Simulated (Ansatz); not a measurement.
Consider the atomization: `F[Si](F)(F)[SiH2]Cl` → Cl• + 3 F• + 2 H• + 2 Si•.

Program: Ansatz. Geometries: PBE0-D4/def2-TZVP. ΔE: electronic, gas phase. CCSD(T)/CBS adds triple-zeta CCSD(T) − MP2 to the extrapolated MP2 energy (def2 sets, frozen cores). This one scheme is used for every species, atoms too. Functionals use def2-TZVPP. No spin–orbit coupling; open shells (•) take unrestricted orbitals. Spin–orbit coupling would lower the free atoms: a little for Cl, F, Si. Each species was taken in one conformer, which may not be the lowest.

```csv
level,ΔE (kJ/mol),difference from CCSD(T)/CBS
LDA (SPW92),3468.4,397.8
B97M-V,3064.2,-6.4
PBE0-D4,3006.4,-64.2
CAM-B3LYP-D4,3049.3,-21.3
ωB97M-V,3051.7,-18.9
B2PLYP,3004.3,-66.3
PBE,3045.3,-25.3
revPBE,2923.0,-147.6
BLYP,2968.5,-102.1
r2SCAN,3054.0,-16.6
r2SCANh,3025.5,-45.1
LC-ωPBE,3029.0,-41.6
HF/def2-SVP,2193.5,-877.1
MP2/def2-SVP,2862.9,-207.7
CCSD/def2-TZVPP,2921.1,-149.5
CCSD(T)/def2-TZVPP,2967.0,-103.6
CCSD(T)/CBS,3070.6,0
```

Largest T1 diagnostic among the species: 0.012.

At CCSD(T), def2-SVP lies −310.0 kJ/mol from the extrapolated value and def2-TZVPP −103.6 kJ/mol: correlation converges slowly with the basis, and small sets miss more of it in the bonded molecule than in its fragments. Leaving LDA and LC-ωPBE aside and taking each functional with its dispersion term where it has one, the values, not all of them listed here, spread over 136.4 kJ/mol, from BHLYP-D4 to PBE-D4. LDA lies +423.1 kJ/mol from PBE without D4, its usual overbinding. From PBE to PBE0 (25 % exact exchange), in def2-TZVPP and without D4, ΔE moves by −57.7 kJ/mol: exact exchange takes away binding that semilocal exchange gives to molecules.

For atomizations the MP2-based limit and the directly extrapolated one differ by several kJ/mol either way, and by 10 to 25 for some Ge, Se and Sn compounds, so smaller differences from it don't rank the levels.
